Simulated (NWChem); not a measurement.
Molecule: BP2H5O; SMILES PB(P)O

```xyz
9

B      0.4509    -0.0359    -0.0032
O      1.8128    -0.1247    -0.0425
H      2.2623     0.7382    -0.1066
P     -0.5332    -1.7022    -0.0565
H     -1.5773    -1.3054     0.8473
H      0.2417    -2.4060     0.9284
P     -0.5048     1.6534     0.1040
H     -1.5804     1.2824    -0.7717
H      0.2403     2.3579    -0.9094
```
Atoms are numbered in this order, from 1.

Computed with NWChem. Pople sets run with spherical d functions. Structure relaxed at the PBE-D3(BJ)/def2-SVP level. Static field.

```tsv
level	isotropic polarisability (bohr³)	anisotropy (bohr³)
PBE/6-31+G*	73.3	32.5
B3LYP/6-31+G*	70.6	29.5
Hartree-Fock/6-31+G*	64.3	23.4
CAM-B3LYP/6-31+G*	68.7	27.0
```
